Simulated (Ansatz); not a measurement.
Program: Ansatz. Geometries: PBE0-D4/def2-TZVP. ΔE: electronic, gas phase. CCSD(T)/CBS is the MP2 limit (def2-TZVPP, def2-QZVPP) plus CCSD(T) − MP2 in def2-TZVPP, frozen cores. This one scheme is used for every species. DFT in def2-TZVPP. Each species was taken in one conformer, which may not be the lowest.

Consider the formal exchange of groups at a C–N bond: `OC[NH][AlH2]` + `C=N` → `N=CCO` + `[NH2][AlH2]`.

```
         level  ΔE (kJ/mol)  difference from CCSD(T)/CBS
        PBE-D4        -48.7                         -3.0
     revPBE-D4        -45.7                          0.0
       BLYP-D4        -42.7                          3.0
        B97M-V        -50.9                         -5.2
    r2SCANh-D4        -51.6                         -5.9
  CAM-B3LYP-D4        -47.2                         -1.5
       ωB97M-V        -47.4                         -1.7
        B2PLYP        -45.3                          0.4
      PBE-QIDH        -49.9                         -4.2
        revPBE        -45.5                          0.2
         BHLYP        -46.5                         -0.8
  MP2/def2-SVP        -40.2                          5.5
 CCSD/def2-SVP        -34.7                         11.0
 HF/def2-TZVPP        -41.2                          4.5
MP2/def2-TZVPP        -46.7                         -1.0
CCSD/CBS(def2)        -45.6                          0.1
   CCSD(T)/CBS        -45.7                            0
```

Largest T1 diagnostic among the species: 0.012.

Leaving LDA and LC-ωPBE aside and taking each functional with its dispersion term where it has one, the values, not all of them listed here, spread over 9.0 kJ/mol, from r2SCAN0-D4 to BLYP-D4. LDA lies −11.3 kJ/mol from PBE without D4. From BLYP to BHLYP (50 % exact exchange), in def2-TZVPP and without D4, ΔE moves by −3.2 kJ/mol. At CCSD(T), def2-SVP lies +10.8 kJ/mol from the extrapolated value and def2-TZVPP +3.2 kJ/mol.
